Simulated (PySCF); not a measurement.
Species: C4H12BrNOSi2.
SMILES: `Br[SiH2]O[SiH2]N1CCCC1`

Computed, not measured: TDDFT B3LYP/def2-SVPD, vertical, gas phase, core orbitals frozen in the response in PySCF. One conformer (not necessarily the lowest) at the PBE0-D3(BJ)/def2-SVP geometry, without solvent, vibrations or thermal averaging. The geometry optimisation had not met its thresholds, so the values belong to a structure short of the stationary point. The B3LYP/def2-SVPD calculation is non-relativistic and has no spin–orbit coupling, an omission that weighs most on bromine.

Computed states:

```tsv
state	E (eV)	f
S1	5.32	0.0077
S2	5.42	0.029
S3	5.65	0.0039
S4	6.18	0.0038
S5	6.32	0.0014
S6	6.37	0.0016
S7	6.45	0.0065
S8	6.72	0.023
S9	6.77	0.022
S10	6.94	0.0037
```

Broadening: Gaussians 0.3 eV wide at half height, area fixed by f = 4.319×10⁻⁹ ∫ε dν̃. The width is an assumption, not a result. The curve ends short of the highest state used, and states not computed would add to its high-energy end.

(1) What does the envelope look like, and where are its maxima?

(2) On this curve, what absorbance would a 10⁻⁴ mol/L sample give at 222 nm over a 1 cm path?

(3) Coming from long wavelengths, where does ε first pass 100 L mol⁻¹ cm⁻¹?

## Answers

(1) 
| E (eV) | ε (L mol⁻¹ cm⁻¹) |
| --- | --- |
| 4.87 | 2 |
| 4.91 | 5 |
| 4.95 | 14 |
| 4.99 | 35 |
| 5.04 | 97 |
| 5.08 | 200 |
| 5.12 | 378 |
| 5.16 | 659 |
| 5.20 | 1058 |
| 5.25 | 1698 |
| 5.29 | 2257 |
| 5.33 | 2755 |
| 5.37 | 3090 |
| 5.42 | 3167 |
| 5.46 | 2943 |
| 5.50 | 2530 |
| 5.54 | 2028 |
| 5.58 | 1535 |
| 5.63 | 1024 |
| 5.67 | 722 |
| 5.71 | 502 |
| 5.75 | 343 |
| 5.79 | 228 |
| 5.84 | 134 |
| 5.88 | 93 |
| 5.92 | 82 |
| 5.96 | 100 |
| 6.01 | 159 |
| 6.05 | 231 |
| 6.09 | 318 |
| 6.13 | 409 |
| 6.17 | 499 |
| 6.22 | 604 |
| 6.26 | 686 |
| 6.30 | 767 |
| 6.34 | 847 |

Maxima: 229 nm (5.40 eV), ε about 3200, made up of S1 (17%) and S2 (81%) (ε in L mol⁻¹ cm⁻¹; maxima over ε = 5, shares over 10%). At its high-energy end, 6.34 eV, the curve is still rising (ε about 850, from S4, S5, S6 and S7).

(2) 222 nm is 5.585 eV, where ε is about 1500 L mol⁻¹ cm⁻¹, so A = ε c l ≈ 0.15 (Beer–Lambert, with the gas-phase spectrum and the assumed width).

(3) At about 246 nm (5.04 eV), 0.28 eV below S1.

All these states lie below the vertical ionisation energy of 8.24 eV (ΔSCF).
